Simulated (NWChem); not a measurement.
# Basis-set convergence for arsine (H3As)

```xyz
4

As     0.0010     0.0710     0.0000
H     -0.6467    -0.7723     1.1007
H     -0.6467    -0.7723    -1.1007
H      1.2596    -0.7997     0.0000
```
Charge 0, spin multiplicity 1.

All runs are NWChem calculations. The geometry was optimised at B3LYP/def2-SVP, a minimum by its harmonic frequencies.

Quantity: vertical ionisation energy at the level ΔB3LYP (Δ: difference of total energies, the cation a doublet at the parent's geometry with its hole in an orbital of symmetry a' (Cs labels); it is the state that the SCF runs reached, from PBE0 orbitals for Hartree-Fock references, and need not be the lowest).

The Hamiltonian is non-relativistic. B3LYP has NWChem's definition, with VWN1-RPA local correlation. The Pople sets run with spherical d functions. The stability of the SCF solutions was not checked.

| basis | functions | vertical ionisation energy (eV) |
|---|---|---|
| 3-21G | 28 | 10.37 |
| 6-31G* | 38 | 10.50 |
| cc-pVDZ | 42 | 10.49 |
| def2-SVP | 47 | 10.51 |
| aug-pcseg-1 | 63 | 10.54 |
| def2-TZVPD | 81 | 10.53 |
| cc-pVTZ | 85 | 10.53 |
| def2-TZVPP | 90 | 10.53 |
| aug-cc-pVTZ | 128 | 10.53 |
| def2-QZVP | 165 | 10.53 |

Smallest basis within 0.1 eV of def2-QZVP, the largest set run: 6-31G*, with 38 functions against 165 and about 10 % of the time (also within reach: cc-pVDZ, def2-SVP, aug-pcseg-1, def2-TZVPD, cc-pVTZ, def2-TZVPP, aug-cc-pVTZ). def2-QZVP isn't the basis-set limit itself, and a small set can land close by cancellation.
